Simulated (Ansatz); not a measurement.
Reactions of CH4FNOSi, SMILES `O[SiH2]N=CF`.

Gas-phase electronic energies from Ansatz, PBE0-D4/def2-TZVP geometries. CBS: MP2 limit from def2 TZ/QZ plus the TZ coupled-cluster correction, frozen cores. This one scheme is used for every species. Double bonds are as drawn, so ΔE can hold a change between cis and trans. DFT in def2-TZVPP. B3LYP here is the variant with VWN-RPA as its local correlation; programs differ in this. For Ga, Ge, Zn outer-core shells are correlated without core-valence functions, which leaves a few kJ/mol of doubt a bond. Scalar relativity is left out up to krypton. Each species was taken in one conformer, which may not be the lowest.

| reaction | CCSD(T)/CBS(def2) (eV) |
| --- | --- |
| `O[SiH2]/N=C/F` + H₂O → `O[SiH2]O` + `N=CF` | -0.48 |
| `O[SiH2]/N=C/F` + `[NH2][ZnH]` → `O[SiH2][NH][ZnH]` + `N=CF` | -0.29 |
| `O[SiH2]/N=C/F` + `CC(O)=S` → `CC(=S)O[SiH2]O` + `N=CF` | -0.14 |
| `O[SiH2]/N=C/F` + `C[SiH2][Al]([CH3])[OH]` → `[CH3][Al]([OH])[SiH2]O` + `C[SiH2]/N=C/F` | 0.22 |
| `O[SiH2]/N=C/F` + CH₃NH₂ → `CN[SiH2]O` + `N=CF` | ? |
| `O[SiH2]/N=C/F` + `[BH2][GaH][SiH3]` → `O[SiH2][GaH][SiH3]` + `BN=CF` | ? |
| `O[SiH2]/N=C/F` + `OCOCO` → `OCO[SiH2]O` + `OC/N=C\F` | -0.56 |
| `O[SiH2]/N=C/F` → `O/C(F)=N/[SiH3]` | ? |
| `O[SiH2]/N=C/F` + `CCC(N)=O` → `C[SiH2]/N=C/F` + `NC(=O)CO` | 1.46 |
| `O[SiH2]/N=C/F` + `F[SiH2]C#[C][GeH3]` → `O[SiH2]C#[C][GeH3]` + `F/C=N/[SiH2]F` | -0.04 |

(1) Fill in the missing values. (An estimate is asked.)

Largest T1 diagnostic: 0.017, for `CC(O)=S`.

## Answers

(1) Computed: `O[SiH2]/N=C/F` + CH₃NH₂ → `CN[SiH2]O` + `N=CF`: -0.04 eV; `O[SiH2]/N=C/F` + `[BH2][GaH][SiH3]` → `O[SiH2][GaH][SiH3]` + `BN=CF`: -0.63 eV; `O[SiH2]/N=C/F` → `O/C(F)=N/[SiH3]`: +1.23 eV.
